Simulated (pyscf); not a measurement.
**`[OH][Ge]([Cl])[Cl]`, doublet**

Gas-phase minimum from PySCF at ωB97X-D3(BJ)/def2-SVP, one conformer. Other isomers of HO–Ge•(Cl)–Cl were not searched in full and may lie lower. 

```xyz
5

O      1.7680    -0.5528    -0.5338
Ge     0.5497     0.2677     0.4522
Cl     1.1893    -0.0049     2.4895
Cl    -1.3441    -0.7430     0.1393
H      1.4214    -0.8566    -1.3842
```
Charge 0, spin multiplicity 2.

Bonds (Å): O1–Ge2 1.769, O1–H5 0.967, Ge2–Cl3 2.153, Ge2–Cl4 2.169. Bond angles (°): Ge2–O1–H5 112.9, O1–Ge2–Cl3 105.3, O1–Ge2–Cl4 107.7, Cl3–Ge2–Cl4 109.7.

Properties at ωB97X-D3(BJ)/def2-SVP:

```
Property                                                                                                                                                          Result
---------------------------------------------------------------------------------------------------------------------  -------------------------------------------------
Harmonic wavenumbers, unscaled                                                                                         127, 146, 207, 254, 408, 439, 722, 866, 3875 cm⁻¹
Zero-point energy                                                                                                                                          10.1 kcal/mol
Rotational symmetry number                                                                                                                                             1
Entropy of this conformer at 298 K and 1 atm, rigid rotor and harmonic oscillator, modes under 100 cm⁻¹ raised to 100                                    342.4 J/(mol K)
Dipole moment                                                                                                                                                     2.17 D
Spin expectation value S2                                                                                                                                          0.755
```

Single-point totals, which compare only within one level:

```
level                   total energy (hartree)
----------------------  ----------------------
ωB97X-D3(BJ)/def2-TZVP             -3073.34696
PBE/def2-TZVP                      -3072.61214
r²SCAN/def2-TZVP                   -3073.27488
B3LYP-D3(BJ)/def2-TZVP             -3073.45817
PBE0-D3(BJ)/def2-TZVP              -3072.73773
M06-2X/def2-TZVP                   -3073.33073
ωB97M-D3(BJ)/def2-TZVP             -3073.51148
```

Soft torsions are taken as harmonic, which can shift the entropy by several J/(mol K). Elements up to Kr have no core potential and no relativistic terms here.
